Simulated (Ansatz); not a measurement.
```yaml
crystal:
  periodic: [false, false, false]
  atoms:
    - {symbol: Si, position_ang: [-0.092203, 1.608460, 1.515362]}
    - {symbol: Si, position_ang: [-0.165296, -1.232948, -1.821581]}
    - {symbol: Si, position_ang: [-0.974248, -0.384179, 0.511214]}
    - {symbol: Si, position_ang: [1.447572, -0.208293, -0.287329]}
    - {symbol: Te, position_ang: [-0.142306, 1.661559, -1.264027]}
    - {symbol: Te, position_ang: [-2.400933, -2.041400, -0.563683]}
    - {symbol: Te, position_ang: [2.327405, 0.596800, 1.910045]}
basis:
  gaussian: {orbitals: def2-TZVPP}
total_charge: 1
magnetization: {spin_polarized: false, initial_magnetization: 1}
hamiltonian: {xc: {name: B97M-V}}
scf: {lower_state_search: off}
output: {forces: true}
```

```sh
$ ansatz run in.yaml --threads 4 --pin off --events-out ev --progress --plain --max-ram 6963MiB
```

It prints (some lines left out):

```
Functional definition: B97M-V
  name "B97M-V"
  cite "Mardirossian & Head-Gordon, J. Chem. Phys. 142, 074111 (2015) doi:10.1063/1.4907719"
  cite "Becke, J. Chem. Phys. 107, 8554 (1997) doi:10.1063/1.475007"
  cite "Vydrov & Van Voorhis, J. Chem. Phys. 133, 244103 (2010) doi:10.1063/1.3521275"
  # Of w^i u^j: cxij and so on, Table III.
  parameter cx00 = 1.000
  parameter cx01 = 1.308
  parameter cx02 = 1.901
  parameter cx10 = 0.416
  parameter cx11 = 3.070
  parameter css00 = 1.000
  parameter css02 = -1.855
  parameter css10 = -5.668
  parameter css32 = -20.497
  parameter css42 = -20.364
  parameter cos00 = 1.000
  parameter cos01 = 1.573
  parameter cos03 = -6.298
  parameter cos10 = 2.535
  parameter cos32 = -6.427
  parameter b = 6.0
  parameter c = 0.01
  gx(w, u) = cx00 + cx01*u + cx02*u^2 + (cx10 + cx11*u)*w
  gss(w, u) = css00 + css02*u^2 + css10*w + (css32*w^3 + css42*w^4)*u^2
  gos(w, u) = cos00 + cos01*u + cos03*u^3 + cos10*w + cos32*w^3*u^2
  exchange = spin_sum(e_x_unif_s*gx(b97_w, b97_u_x))
  correlation = spin_sum(e_c_pw_mod_same_spin*gss(b97_w, b97_u_same))
      + integral(e_c_pw_mod_opposite_spin*gos(b97_w_opposite, b97_u_opposite)) + vv10(b, c)
these checks for a lower state are left out or cut short: stability, starts, cluster_reference, orbital_swaps, neighbouring_geometries, increment
2310 factors; their error is unknown
mean field evaluation 1: about -53367.2837 eV, gradient 6.3e1 eV
mean field evaluation 2: about -53305.8370 eV, gradient 1.6e2 eV
mean field evaluation 4: about -53377.4890 eV, gradient 1.4e1 eV
mean field evaluation 8: about -53378.1267 eV, gradient 1.8e-1 eV
mean field evaluation 16: about -53377.7054 eV, gradient 7.2e-3 eV
mean field evaluation 32: about -53366.8634 eV, gradient 6.3e1 eV
mean field -53377.70537650 eV, -1961.5944918783 hartree, gradient 6.8e-6 eV, S^2 0.750000; 0 other end points of the search recorded, 0 dependent functions left out
the calculation of the forces begins
reference -53377.70543972 eV, -1961.5944942015 hartree; 64, 63 occupied and 254, 255 virtual orbitals, 2310 factors
Total energy: -53377.70543972 eV, -1961.5944942015 hartree
Atom 0 at    -0.092203     1.608460     1.515362 Å, force     0.137657    -0.465235    -0.438310 eV/Å
Atom 1 at    -0.165296    -1.232948    -1.821581 Å, force    -0.057809     0.321994     0.570219 eV/Å
Atom 2 at    -0.974248    -0.384179     0.511214 Å, force     0.349153     0.146103    -0.503688 eV/Å
Atom 3 at     1.447572    -0.208293    -0.287329 Å, force    -0.664898     0.294218     0.132502 eV/Å
Atom 4 at    -0.142306     1.661559    -1.264027 Å, force     0.131222    -0.608658     0.474106 eV/Å
Atom 5 at    -2.400933    -2.041400    -0.563683 Å, force     0.378123     0.318300     0.049180 eV/Å
Atom 6 at     2.327405     0.596800     1.910045 Å, force    -0.273449    -0.006722    -0.284009 eV/Å
Dipole moment:    -0.089866    -0.061517    -0.090223 e Å
Checks for a lower state left out: stability, starts, cluster_reference, orbital_swaps, neighbouring_geometries, increment
```

Run time 39 s (4 threads of Arm Neoverse V2 on a shared host), peak host memory 0.9 GiB.

In the def2 sets Te takes a core potential; there is no spin–orbit coupling.

With spin_polarized false and unpaired electrons the run is restricted open-shell.

The dipole of an ion depends on the origin.
